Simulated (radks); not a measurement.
Values are calculated unless marked as measured or tabulated.
Q: The mean radii <r> (bohr) of the occupied orbitals of an atom or ion are listed with their occupations. Level of theory: Dirac Kohn-Sham, PBE, spin-unpolarised, spherical densities, point nucleus (a radial shooting solver on a logarithmic mesh with Libxc functionals).

orbital      occ.      <r>
1s1/2           2  0.03172
2s1/2           2   0.1303
2p1/2    0.333333   0.1092
2p3/2    0.666667   0.1136

Name the element and its charge. Open shells, if any, are shared by 2j + 1.

A: Z = 46, palladium, charge +41: Pd41+ in [He] 2s2 2p1. The 1s radius gives Z: for a bare nucleus <r> = (2 gamma + 1)/(2Z) with gamma = sqrt(1 - (Z/c)^2), 0.03135 bohr for Z = 46, and screening makes it slightly larger (0.03172 here). The occupations add up to 5, and the charge is Z minus that.
